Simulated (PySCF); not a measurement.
# Dipole response of Ru (ruthenium, neutral)

[Kr] 4d7 5s1, high-spin 5F determinant. Computed with PySCF 2.14 in aug-cc-pVTZ-PP with ECP28MDF (6s6p5d3f2g, 88 functions), with a scalar-relativistic core potential. Coupled (time-dependent) response in atomic units; α is the mean over directions.

```
method  mean α (bohr³)  C₆ (like pair)  S(−4)
   UHF           93.32           888.9   7464
   PBE           57.47           530.7   2005
  PBE0           61.84           570.0   2497
 B97-3           62.44           573.6   2565
```

S(−4) is the Cauchy moment in α(ω) = α(0) + S(−4) ω² + …

Reference α: 72 ± 10 bohr³ (recommended; Schwerdtfeger and Nagle, table of static dipole polarizabilities (2023 update)). Published C₆: 809.0 (Gould and Bucko (2016)).

Spin-orbit coupling is absent.

Hartree-Fock lies above the reference because it lacks correlation, which contracts the outer shell.

α(iu) at PBE0:

```
u (hartree)  α(iu) (bohr³)
          0          61.84
     0.0500          56.32
      0.100          45.36
      0.200          28.31
      0.300          19.57
      0.500          11.90
      0.750          7.812
       1.00          5.642
       1.50          3.400
       2.00          2.285
       3.00          1.231
       5.00         0.5142
```

A single London oscillator, α(iu) = α/(1 + u²/ω²), gives C₆ = (3/4) ω α². Matching the computed C₆ needs ω = 4 × 570.0 / (3 × 61.84²) = 0.199 hartree.

Energies and moments cover only the electrons outside the core potential.
